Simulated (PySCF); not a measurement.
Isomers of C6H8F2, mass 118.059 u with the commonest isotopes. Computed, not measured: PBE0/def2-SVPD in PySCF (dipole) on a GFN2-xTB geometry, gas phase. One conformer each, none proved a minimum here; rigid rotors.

**Question.** Order these by rotational constant A, smallest first.
A. `[CH2:1]=[CH:2]/[CH:3]=[C:4](\[CH3:5])[CH:6]([F:7])[F:8]` with C1–C2–C3–C4 -179°, C3–C4–C6–F7 -107°
B. `[CH2:1]=[C:2]1[CH2:3][CH2:4][C@@:5]1([F:6])[CH2:7][F:8]` with C4–C5–C7–F8 48°
C. `FC1(F)C[C@H]2C[C@@H]1C2`

**Answer.** B (2357 MHz), A (3456 MHz), C (3541 MHz).

**Question.** Order these by radius of gyration √(Σ m r²/M), largest first.
A. `FC1(F)C[C@H]2C[C@@H]1C2`
B. `[CH2:1]=[C:2]1[CH2:3][CH2:4][C@@:5]1([F:6])[CH2:7][F:8]` with C4–C5–C7–F8 48°
C. `[CH2:1]=[CH:2]/[CH:3]=[C:4](\[CH3:5])[CH:6]([F:7])[F:8]` with C1–C2–C3–C4 -179°, C3–C4–C6–F7 -107°

**Answer.** C (2.175 Å), B (1.812 Å), A (1.670 Å).

**Question.** Order these by out-of-plane moment Σ m c² = (Ia + Ib − Ic)/2, largest first.
A. `[CH2:1]=[CH:2]/[CH:3]=[C:4](\[CH3:5])[CH:6]([F:7])[F:8]` with C1–C2–C3–C4 -179°, C3–C4–C6–F7 -107°
B. `FC1(F)C[C@H]2C[C@@H]1C2`
C. `[CH2:1]=[C:2]1[CH2:3][CH2:4][C@@:5]1([F:6])[CH2:7][F:8]` with C4–C5–C7–F8 48°

**Answer.** C (96.53 u·Å²), B (59.16 u·Å²), A (24.21 u·Å²).

| SMILES | point group | Ia (u·Å²) | Ib (u·Å²) | Ic (u·Å²) | κ | μa (D) | μb (D) | μc (D) |
| --- | --- | --- | --- | --- | --- | --- | --- | --- |
| C=C1CC[C@@]1(F)CF | C1 | 214.46 | 269.68 | 291.07 | -0.56 | 0.41 | 0.43 | 0.30 |
| FC1(F)C[C@H]2C[C@@H]1C2 | Cs | 142.71 | 245.72 | 270.10 | -0.78 | 2.75 | 0.00 | 0.33 |
| C=C/C=C(\C)C(F)F | C1 | 146.25 | 436.51 | 534.34 | -0.83 | 1.45 | 1.63 | 1.12 |
